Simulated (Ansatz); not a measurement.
B2FH3OSi, relaxed with RKS PBE-D4/def2-SVP in Ansatz from a rough embedded geometry. The force threshold is 0.03 eV/Å; the program also tests the step.

The species carries charge 0 and has multiplicity 1. The bonds changed during the relaxation, so this is another structure than the one it started from.

Start:

```xyz
8

B     0.049   -1.766   -0.664
B    -0.365   -0.142   -0.412
O    -1.239    0.917    0.173
Si    0.315    1.447    0.490
F     0.664    1.381    2.116
H     1.104   -2.086   -0.793
H    -0.870   -2.559   -0.765
H     0.342    2.808   -0.146
```

(1) How much energy does the relaxation release, and in how many steps? (An estimate is asked.)

(2) Which bonds change most? (An estimate is asked.)

(3) Give the relaxed structure. (Best estimate.)

Results:

(1) Computed: 2.41 eV, in 23 steps, 3 of them rejected.

(2) Ansatz gave: B1–Si4 from 3.424 to 2.042 Å; O3–Si4 from 1.672 to 1.945 Å; B2–O3 from 1.493 to 1.286 Å; B1–H6 from 1.110 to 1.221 Å.

(3) Ansatz gave: 
```xyz
8

B     0.133   -1.147   -0.375
B    -1.157   -0.155   -0.672
O    -1.380    1.081   -0.396
Si    0.349    0.721    0.421
F     0.068    0.984    2.006
H     0.858   -1.342   -1.338
H     0.004   -2.023    0.461
H     1.126    1.881   -0.106
```
